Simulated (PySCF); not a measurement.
**How the method moves the adiabatic energies of losing or gaining an electron of 2-fluorotoluene**

Structure: `Cc1ccccc1F` (C7H7F).

All levels share the PBE0-D3(BJ)/def2-SVP structures and the PBE0-D3(BJ)/def2-SVP thermal terms; only the single-point energies (PySCF) change. Values are adiabatic energies of losing or gaining an electron (0 K, eV).

Measured (NIST Chemistry WebBook): adiabatic ionisation energy 8.91 eV.

```jsonl
{"level": "HF/aug-pcseg-1 (grid 2, damp 0.5)", "ionisation energy to the radical cation": "7.51", "time": "49 s"}
{"level": "B3LYP-D3(BJ)/ma-def2-TZVP", "ionisation energy to the radical cation": "8.66", "time": "6.3 min"}
{"level": "ωB97X-D3(BJ)/ma-def2-TZVP", "ionisation energy to the radical cation": "8.74", "time": "–"}
```

Times are wall times for all single points of a level on 1 thread of Intel Xeon Platinum 8488C, a shared host; the dash marks the run that also made the structures.

Hartree-Fock leaves out electron correlation, so its ionisation energies and electron affinities from energy differences mostly come out too low, often by 1 eV or more, where an electron pair is broken or made.

The spread: 1.23 eV, from 7.51 to 8.74.
